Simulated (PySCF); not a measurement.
# Two-component Hartree-Fock for Br²¹⁺ (bromine, charge +21)

Start: [Ne] 3s2 3p2; 3p1/2 filled at m_j = -1/2, +1/2. Calculated with PySCF 2.14 in an uncontracted even-tempered set (19 s from 2.5 bohr⁻², ratio 2.4; 13 p from 3.2 bohr⁻², ratio 2.4; 5 d from 13 bohr⁻², ratio 2.6; 4 f from 19 bohr⁻², ratio 2.6): generalised Hartree-Fock with the X2C-1e Hamiltonian and a Gaussian nucleus; one run each with spin-orbit coupling (SO) switched off, then screened by Boettger's factors.

| spinor shell | electrons | ε, spin-free (eV) | ε, screened SO (eV) | weight of nominal j (screened SO) | rms radius, screened SO (bohr) |
| --- | --- | --- | --- | --- | --- |
| 1s1/2 | 2 | -14462.6 | -14461.2 | 1.000 | 0.0492 |
| 2s1/2 | 2 | -2697.4 | -2696.6 | 1.000 | 0.202 |
| 2p1/2 | 2 | -2480.8 | -2517.2 | 1.000 | 0.177 |
| 2p3/2 | 4 | -2480.8 | -2462.3 | 1.000 | 0.181 |
| 3s1/2 | 2 | -973.36 | -972.99 | 1.000 | 0.504 |
| 3p1/2 | 2 | -915.53 | -917.29 | 0.985 | 0.493 |

```
   quantity    spin-free  screened SO
E (hartree)  -2338.10139  -2338.55832
        M_J            0            0
       ⟨J²⟩        2.002        0.058
       ⟨L²⟩        2.001        1.373
       ⟨S²⟩        2.000        1.372
```

Each row is a mean over spinors that exchange with the open shell spreads, by up to 5.176 eV (3s1/2).

⟨J²⟩ departs a little from M_J(M_J + 1) because the unrestricted spinors polarise the closed shells.

Without spin-orbit coupling the j labels of p, d and f shells carry no meaning; the spin-free column gives the mean over the occupied spinors of each nl shell.
